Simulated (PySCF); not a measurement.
Correlation energy of Nb⁺ (niobium, charge +1)

[Kr] 4d3 5s1, high-spin 5F determinant (an excited configuration). All numbers are calculated (PySCF 2.14, the spin-free X2C one-electron Hamiltonian (Gaussian nucleus), in ANO-RCC-VTZP (7s6p4d2f1g, 68 functions)). Frozen: [Ar] 3d10; 12 electrons correlated.

```
  level  correlation energy (mhartree)
   CCSD                        -309.84
    (T)                          -7.64
CCSD(T)                        -317.48
```

Diagnostics: T1 = 0.0075, D1 = 0.0305, largest double amplitude 0.021.

Problem. Is a single reference adequate?

Solution. Yes, within this model without spin-orbit coupling: T1 lies below 0.03 and no double amplitude reaches 0.07.
